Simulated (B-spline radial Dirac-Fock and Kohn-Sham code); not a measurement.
## Dipole and non-dipole photoemission parameters of Zr⁴⁺ 4p1/2

System: the Zr⁴⁺ ion, [Ar] 3d10 4s2 4p6; threshold 81.24 eV (orbital energy of the model). Level of theory: Dirac-Hartree-Slater photoionisation with a Latter tail; cross sections with all multipoles, angular parameters from the dipole term and its interference with E2; a radial B-spline solver.

Input of the calculation (task.json; shells as n, l, electrons):

```json
{"items": [{
  "Z": 40,
  "q": 4,
  "cfg": [[1, 0, 2], [2, 0, 2], [2, 1, 6], [3, 0, 2], [3, 1, 6], [3, 2, 10], [4, 0, 2], [4, 1, 6]],
  "A": 90,
  "rrms": 4.2694,
  "do": "xps",
  "hv": [60, 76.3, 80, 83.6, 95.2, 95.6, 96.3, 100, 107.0, 136.0, 150, 200, 269.0, 493.0, 509.0, 561.0, 591.0, 600, 1540.0, 1810.0, 1910.0, 2380.0, 3110.0, 5414.7, 6000, 9400.0, 10000.0, 10600.0, 11600.0, 13400.0]
}]}
```

Command: `python xray2_run.py task.json out`

For linearly polarised light dσ/dΩ = σ/(4π) [1 + β P₂(cos θ) + (δ + γ cos²θ) sin θ cos φ], with θ from the polarisation vector and φ the angle between the beam and the projection of the electron momentum on the plane normal to the polarisation.

| hν (eV) | σ (kb) | β | γ | δ |
| --- | --- | --- | --- | --- |
| 95.2 | 153 | -0.279 | 0.094 | -0.009 |
| 95.6 | 152 | -0.280 | 0.088 | -0.008 |
| 96.3 | 151 | -0.282 | 0.077 | -0.006 |
| 100 | 145 | -0.276 | 0.029 | 0.003 |
| 107 | 137 | -0.210 | -0.032 | 0.016 |
| 136 | 121 | 0.285 | -0.027 | 0.034 |
| 150 | 116 | 0.501 | 0.024 | 0.033 |
| 200 | 97.5 | 1.004 | 0.160 | 0.021 |
| 269 | 73.9 | 1.317 | 0.193 | 0.009 |
| 493 | 35.0 | 1.610 | 0.055 | 0.000 |
| 509 | 33.4 | 1.617 | 0.047 | 0.000 |
| 561 | 29.0 | 1.637 | 0.024 | -0.001 |
| 591 | 26.8 | 1.646 | 0.013 | -0.001 |
| 600 | 26.2 | 1.648 | 0.011 | -0.001 |
| 1540 | 4.89 | 1.638 | 0.102 | 0.003 |
| 1810 | 3.49 | 1.614 | 0.175 | 0.005 |
| 1910 | 3.11 | 1.605 | 0.203 | 0.006 |
| 2380 | 1.90 | 1.561 | 0.332 | 0.010 |
| 3110 | 1.01 | 1.497 | 0.518 | 0.018 |
| 5414.7 | 0.244 | 1.329 | 0.969 | 0.050 |
| 6000 | 0.184 | 1.293 | 1.057 | 0.058 |
| 9400 | 0.0513 | 1.122 | 1.446 | 0.111 |
| 10000 | 0.0427 | 1.097 | 1.498 | 0.120 |
| 10600 | 0.0359 | 1.073 | 1.547 | 0.129 |
| 11600 | ? | ? | ? | ? |
| 13400 | 0.0176 | 0.975 | 1.738 | 0.171 |

Q: Give the values at 11600 eV.

A: σ = 0.0274 kb, β = 1.035, γ = 1.622, δ = 0.144.
